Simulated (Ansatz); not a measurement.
Geometry optimisation, Ansatz, RKS PBE/def2-SVP.

input.yaml

```yaml
crystal:
  periodic: [false, false, false]
  atoms:
    - { symbol: W, position_ang: [0.0, 0.0, 0.0] }
    - { symbol: H, position_ang: [0.6057, 0.0, 1.8219] }
    - { symbol: Cl, position_ang: [2.3356, 0.0, 1.1194] }
    - { symbol: Cl, position_ang: [0.0, 2.39, 0.0] }
    - { symbol: Cl, position_ang: [-2.39, 0.0, 0.0] }
    - { symbol: Cl, position_ang: [0.0, -2.39, 0.0] }
    - { symbol: O, position_ang: [0.0, 0.0, -1.94] }
    - { symbol: H, position_ang: [0.5278, 0.7924, -2.2771] }
basis:
  gaussian: { orbitals: def2-SVP }
hamiltonian:
  xc: pbe
relax:
  f_tol: 0.15
  max_steps: 25
  restrain:
    - { distance: [1, 2], at: 1.37, k: 30.0 }
    - { distance: [0, 1], at: 2.92, k: 30.0 }
    - { distance: [0, 2], at: 3.59, k: 30.0 }
```

Command:

```bash
$ ansatz run input.yaml --threads 4 --pin off --max-ram 5120MiB --backend cpu --events-out ev --progress --plain --runs-dir out
```

Q: Where does it end, and by what steps?

A: The run converged. The restraints hold the end off the free minimum; the threshold counts their pulls, which the force column leaves out. Restrained pairs: H2–Cl3 (1.87 → 1.35 Å), W1–H2 (1.92 → 2.91 Å), W1–Cl3 (2.59 → 3.60 Å). After 15 steps the energy has fallen by 1.496 eV (the restraints' own energy left out); H8 moved furthest, 1.32 Å.

```csv
step,energy less start (eV),largest force component (eV/Å),accepted
0,0.0000,3.029,yes
1,0.2250,4.208,yes
2,0.6777,6.278,yes
3,0.2595,4.907,yes
4,-0.7974,1.381,yes
5,-1.0530,0.860,yes
6,-1.1926,0.960,yes
7,-1.2852,0.866,yes
8,-1.3521,0.690,yes
9,-1.3867,0.716,yes
10,-1.4191,0.959,yes
11,-1.4558,0.858,yes
12,-1.4812,0.631,yes
13,-1.4901,0.529,yes
14,-1.4807,0.487,no
15,-1.4961,0.519,yes
```

```xyz
8
Properties=species:S:1:pos:R:3
W -0.801 0.063 -0.379
H 1.550 0.081 1.344
Cl 2.660 0.192 0.591
Cl -0.636 2.189 0.436
Cl -3.063 -0.074 -0.211
Cl -0.387 -2.124 0.134
O 0.414 0.227 -1.786
H 1.343 0.238 -1.406
```

The run took 41 s on 4 threads of Arm Neoverse V2, with other jobs on the host, peak memory 0.21 GiB.
